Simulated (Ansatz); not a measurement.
System: sum formula H₂SiO₃Cl (charge -1, singlet). It need not be the lowest isomer of its formula. Whether it binds its extra electron was not tested at this geometry. 
Coordinates optimised at B3LYP-D3(BJ)/def2-TZVP (Ansatz, an electronic-structure program):
SMILES: [Si]([O-])(O)(O)Cl
```xyz
7

O      0.3361     1.1313     1.4677
Si     0.1433    -0.0274     0.4730
O      1.5266    -0.8805     0.0461
O     -0.9761    -1.2183     0.8162
Cl    -0.5927     0.5928    -1.5003
H      2.2888    -0.3229     0.2266
H     -1.3118    -1.6299     0.0159
```
Charge -1, spin multiplicity 1.

Basis-set convergence of Hartree-Fock and CCSD correlation energies (hartree) with Ansatz. Correlated levels leave the core frozen unless marked. No spin-orbit coupling. No relativistic terms. This anion needs diffuse functions, which these sets lack.

| basis | functions | E(HF) | E(corr, CCSD) |
|---|---|---|---|
| cc-pV(D+d)Z | 98 | -974.42654 | -0.81746 |
| cc-pV(T+d)Z | 196 | -974.55680 | -1.05382 |
| cc-pV(Q+d)Z | 353 | (withheld) | (withheld) |

Complete the blanks.


- cc-pV(Q+d)Z, E(HF): -974.58730
- cc-pV(Q+d)Z, E(corr, CCSD): -1.13643
